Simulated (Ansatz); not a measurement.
C2H8O2SeSi: where a starting geometry ends

The starting geometry of this gas-phase triplet was optimised with GFN2-xTB as a singlet; its bonds are those of `C[Se]C[SiH](O)O`.

```xyz
14

C    -0.3028    2.1553   -0.9611
C    -1.3063   -0.6062   -1.3478
O    -1.1602   -2.6049    0.6219
O     1.0554   -2.1899   -0.7090
Se   -0.3093    0.7717   -2.3356
Si   -0.2289   -1.4564   -0.0352
H     0.2540    1.8102   -0.0937
H     0.1720    3.0350   -1.3879
H    -1.3312    2.3823   -0.6886
H    -1.6358   -1.3184   -2.1036
H    -2.1876   -0.1190   -0.9371
H     0.2262   -0.5177    0.9908
H    -0.7527   -3.3674    1.0229
H     1.5845   -1.7334   -1.3572
```

Predict what it relaxes into with r2SCAN-D4/def2-SVP.

It falls apart into CH5O2Si + CH3Se. Contacts that open: C2–Se5 (1.97 → 4.29 Å).

The energy falls by 1.93 eV over 25 steps:

| step | E − E(last) (eV) |
| --- | --- |
| 1 | 1.933 |
| 4 | 0.670 |
| 6 | 0.204 |
| 9 | 0.052 |
| 12 | 0.011 |
| 14 | 0.005 |
| 17 | 0.001 |
| 20 | 0.000 |
| 22 | 0.000 |
| 25 | 0.000 |

Final geometry (Å):

```xyz
14

C     0.1240    2.1043   -1.1247
C    -2.0280   -1.0277   -0.9848
O    -0.8581   -2.9899    0.7002
O     0.8119   -1.6957   -0.9190
Se    1.2134    1.3186   -2.5220
Si   -0.5469   -1.5123    0.0112
H     0.5477    1.8445   -0.1428
H     0.0403    3.1924   -1.2418
H    -0.8736    1.6381   -1.1853
H    -2.2171   -1.4395   -1.9845
H    -2.8125   -0.3540   -0.6178
H    -0.3281   -0.4714    1.0684
H    -0.0886   -3.4455    1.0626
H     1.0931   -0.9206   -1.4409
```

No frequencies were run, so the end isn't proven a minimum. Open shells are spin-unrestricted. The triplet needn't be the ground state. Run with Ansatz 0.2.0, 5 min on 4 threads of Arm Neoverse V1, on a shared host.
